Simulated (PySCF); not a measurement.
`C(F)[C](=C)[GeH3]`. Level of theory: PBE0-D3(BJ)/def2-SVP geometry optimisation, gas phase in PySCF 2.14.0.

```
atom  x, y, z in Å
C1    -0.4757    1.4091   -0.7256
C2    -0.2159    0.2371   -0.1370
Ge3    1.6114   -0.2988    0.3058
C4    -1.3016   -0.7258    0.2317
F5    -0.8374   -2.0214    0.1801
H6     0.3134    2.1337   -0.9465
H7    -1.4959    1.7019   -1.0045
H8     2.1008   -1.4111   -0.6354
H9     1.6781   -0.8014    1.7592
H10    2.5070    0.9433    0.1394
H11   -1.6428   -0.5347    1.2656
H12   -2.1722   -0.6367   -0.4413
```

(1) Which two atoms are farthest apart?

(2) Work out the bond lengths C1=C2, C1–H7, C2–Ge3, C2–C4, Ge3–H8, Ge3–H9, C4–H11, C4–H12 in Å.

(3) Where is the centre of mass (commonest isotopes), and what is the radius of gyration?

(4) How far are the heavy atoms from their best plane (unweighted least squares)?

(5) Give the dihedral angles C4–C2–Ge3–H10, H6–C1–C2–Ge3, C1–C2–Ge3–H10.

Results:

(1) H10···H12, 4.97 Å; the next longest distance is 4.90 Å.

(2) For C1=C2 the difference vector is (0.2598, -1.1720, 0.5886) Å, of length 1.3370 Å. C1=C2 1.337; C1–H7 1.097; C2–Ge3 1.955; C2–C4 1.497; Ge3–H8 1.537; Ge3–H9 1.539; C4–H11 1.105; C4–H12 1.104 Å.

(3) Mass 135.974 u; centre at (0.593, -0.353, 0.137) Å; Rg = √(Σ m r²/M) = 1.567 Å. As Ia + Ib + Ic = 2 Σ m r², the three principal moments sum to 667.7 u·Å².

(4) 0.170 Å rms; C1 0.14, C2 0.04, Ge3 0.05, C4 0.27, F5 0.22 Å (magnitudes).

(5) C4–C2–Ge3–H10 -167° (antiperiplanar); H6–C1–C2–Ge3 -3° (synperiplanar); C1–C2–Ge3–H10 12° (synperiplanar). Dihedral signs follow IUPAC: positive where, seen along the central bond, the front bond turns clockwise onto the rear one.

Whether it is a minimum is left open (no frequencies). One conformer, not necessarily the lowest.

On one thread, Arm Neoverse V1 (aarch64) (shared host), this took 83 s of wall time and 0.51 GiB of memory at its peak. This is the geometry optimisation.
